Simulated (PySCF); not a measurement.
Cl₃Zr (SMILES [Cl][Zr]([Cl])[Cl]), doublet, at a GFN2-xTB geometry (such geometries of metal compounds can be far from the true shape) (the multiplicity is a formal guess) (core potentials on Zr). Base run: HF/def2-SV(P) (PySCF).

The PySCF input:
```python
from pyscf import gto, scf

mol = gto.M(
    atom='''
Zr    0.12206903    0.38570128    0.24620110
Cl    1.92199845   -0.63136816   -0.67832307
Cl   -0.91043027   -1.15482041    1.54607003
Cl   -1.29878943    0.87865615   -1.44704367
''',
    basis='def2-sv(p)',
    ecp={'Zr': 'def2-sv(p)'},
    spin=1,
    verbose=4,
)

mf = scf.UHF(mol)
mf.kernel()
```

Each row names what was changed in the base input (with any setting that the change needs).

| change | basis functions | E (Eh) | HOMO (eV) | dipole (D) |
|---|---|---|---|---|
| base | 78 | -1424.78886 | -8.97 | 3.52 |
| basis = ANO-RCC-VDZP; relativity = none (without ecp={'Zr': 'def2-sv(p)'}) | 97 | -4869.88362 | -9.28 | 3.58 |
| basis = ANO-RCC-VDZP; relativity = spin-free X2C (without ecp={'Zr': 'def2-sv(p)'}) | 97 | -4979.22127 | -9.04 | 3.04 |
| basis = x2c-TZVPall; relativity = spin-free X2C; nucleus = Gaussian (with nucmod='G'; without ecp={'Zr': 'def2-sv(p)'}) | 174 | -4979.26568 | -8.81 | 2.87 |
| basis = cc-pVTZ-DK; relativity = spin-free X2C; nucleus = Gaussian (with nucmod='G'; without ecp={'Zr': 'def2-sv(p)'}) | 179 | -4979.19544 | -8.77 | 2.70 |
| basis = x2c-TZVPall; relativity = spin-free X2C (without ecp={'Zr': 'def2-sv(p)'}) | 174 | -4979.30455 | -8.81 | 2.87 |
| basis = x2c-TZVPall; relativity = none (without ecp={'Zr': 'def2-sv(p)'}) | 174 | -4883.12134 | -9.01 | 3.34 |
| basis = ANO-RCC-VDZP; relativity = spin-free X2C; nucleus = Gaussian (with nucmod='G'; without ecp={'Zr': 'def2-sv(p)'}) | 97 | -4979.17547 | -9.04 | 3.04 |
| basis = cc-pVTZ-DK; relativity = none (without ecp={'Zr': 'def2-sv(p)'}) | 179 | -4869.12238 | -9.00 | 3.29 |
| basis = cc-pVTZ-DK; relativity = spin-free X2C (without ecp={'Zr': 'def2-sv(p)'}) | 179 | -4979.24521 | -8.77 | 2.70 |

Total energies compare only within one method and basis.

Open shells are given as the SCF converged; they aren't shown to be the lowest states, and a large step between rows can be another state.

Basis sets contracted for a relativistic Hamiltonian are a mismatch without it, so the rows without relativity aren't non-relativistic limits. No row has spin-orbit coupling; sets with core potentials leave out the core electrons.
